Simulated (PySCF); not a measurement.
**Levels of Xe⁵¹⁺ from EOM-EA-GCCSD**

Reference: closed-shell Xe⁵²⁺, 1s2; one electron is added. Calculated with PySCF 2.14, two-component X2C-1e with screened spin-orbit coupling, an uncontracted even-tempered set (16 s from 14 bohr⁻², ratio 2.6; 12 p from 18 bohr⁻², ratio 2.6; 6 d from 18 bohr⁻², ratio 2.8; 3 f from 780 bohr⁻², ratio 2.8); frozen nothing; the 32 highest virtual spinors dropped; of the others 54 kept and the rest restored at second order. No Breit or QED terms. Binding energies in eV.

```json
{"level": "2s1/2", "Koopmans": "9818.4"}
{"level": "2p1/2", "Koopmans": "9702.8"}
{"level": "2p3/2", "Koopmans": "9320.1"}
```

How does correlation move these levels?

2s1/2: second order 9818.6, EOM-CCSD 9818.6; 2p1/2: second order 9703.2, EOM-CCSD 9703.2; 2p3/2: second order 9320.5, EOM-CCSD 9320.5.

For comparison, the ionisation energy of Xe⁵¹⁺ is 9810.4 eV (theoretical estimate listed by NIST; NIST Atomic Spectra Database, ionization energies).

Only part of the computed levels is shown.
